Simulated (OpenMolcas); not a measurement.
**Ni7+: the spin-orbit constant, worked from levels**

- Program: OpenMolcas 26.06
- Basis: ANO-RCC-VTZP [6s5p3d2f1g]
- Scalar Hamiltonian: DKH2, point nucleus
- Active space: 3 electrons in 5 orbitals (3d)
- State averaging: 2S+1 = 4 even, 10 roots; 2S+1 = 2 even, 40 roots
- Spin-orbit coupling: state interaction with AMFI integrals over the reference wave functions, term energies averaged over their components

Methods: CASSCF; MS-CASPT2, IPEA 0.25 Eh, imaginary shift 0.1 Eh (closed shells correlated: 3s 3p). Measured levels: Corliss and Sugar, J. Phys. Chem. Ref. Data 10, 197 (1981).

**The spin-orbit constant.** For the Hund term 4F of d3, E(J) = (A/2) J(J+1) + constant and ζ = 2S·A = 3A. From J = 3/2 to J = 9/2 the energy changes by 10.5 A.

```
   Source  E(9/2) - E(3/2)      A     ζ
   CASSCF           3840.7  365.8  1097
MS-CASPT2           3847.9  366.5  1099
 measured           3721.0  354.4  1063
```

All in cm-1. MS-CASPT2 is off by +3.4 % and CASSCF by +3.2 %. Both methods take the spin-orbit matrix elements from the reference wave functions, so the second can move ζ only through the term energies and any multistate remixing. Second-order mixing with other terms is absorbed into this ζ.

CASPT2 does not keep the components of a term degenerate, so their means are used; among the terms shown or strongly mixed into the levels shown the widest spread is 740 cm-1 (3d3 4F, MS-CASPT2). Without dynamic correlation excited terms often stand tens of per cent too high (terms of higher spin than the ground term too low), and those without a measured partner can miss by more than the paired ones (holds for CASSCF). Measured partners are found by configuration, term and J. A level has none where our copy of the source lacks it or the pairing is in doubt (some pairs that miss far off the trend of their configuration count as doubtful), and it then counts in no deviation. Levels of configurations outside the active space are missing.
